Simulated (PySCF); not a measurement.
Compound: 3-chlorobenzonitrile, C₇H₄ClN.
InChI=1S/C7H4ClN/c8-7-3-1-2-6(4-7)5-9/h1-4H

A linear-response calculation (PySCF, def2-SVPD basis, gas phase, vertical, core orbitals frozen in the response) gave these numbers; the functional is withheld.

Orbital energies (eV): HOMO-3 -9.61, HOMO-2 -9.23, HOMO-1 -8.03, HOMO -7.61, LUMO -2.15, LUMO+1 -1.50, LUMO+2 -0.17.

| state | E (eV) | f | main configurations (H = HOMO, L = LUMO) |
| --- | --- | --- | --- |
| S1 | 4.76 | 0.022 | H→L (64%), H-1→L+1 (13%), H-1→L (13%) |
| S2 | 5.41 | 0.094 | H-1→L (43%), H→L+1 (31%), H→L (23%) |
| S3 | 6.07 | 0.618 | H→L+1 (49%), H-1→L (38%) |
| S4 | 6.14 | 0.0001 | H-2→L (65%), H-4→L (33%) |
| S5 | 6.27 | 0.207 | H-1→L+1 (74%), H→L (9%) |
| S6 | 6.27 | 0.0001 | H-4→L (64%), H-2→L (34%) |

Triplets (Tamm–Dancoff): T1 3.67 eV, H→L (54%), H-1→L (28%), H→L+1 (11%); T2 4.13 eV, H-1→L (45%), H→L (41%), H-1→L+1 (9%); T3 4.35 eV, H→L+1 (69%), H-1→L (21%); T4 4.94 eV, H-1→L+1 (78%), H→L+1 (14%).

Vertical ionisation energy by ΔSCF with the same functional: 9.54 eV. Mean static polarisability: 101.0 au.

Question: Which of these was used?
A. HF
B. PBE
C. B3LYP
D. wB97X-D

Answer: C. B3LYP is a global hybrid with 20% exact exchange. In this run −ε(HOMO) = 7.61 eV differs from the ΔSCF value by -1.93 eV, and S1 differs from the orbital gap of 5.46 eV by -0.69 eV. The ratio −ε(HOMO)/IP is 0.80. Small neutral molecules mostly give 0.67 to 0.83 with B3LYP, 0.5 to 0.7 with PBE, 0.89 to 0.99 with wB97X-D; Hartree–Fock can't fall below 1, since the ion's relaxation only lowers the ΔSCF value. The other options: PBE, a GGA without exact exchange; HF, time-dependent Hartree–Fock, 100% exact exchange; wB97X-D, range-separated, 22% exact exchange at short range and 100% at long range (ω = 0.2 bohr⁻¹).

Theory: TDDFT B3LYP/def2-SVPD, vertical, gas phase, core orbitals frozen in the response in PySCF 2.14.0, density-fitted response routines. Isolated species at its PBE0-D3(BJ)/def2-SVP geometry, gas phase.
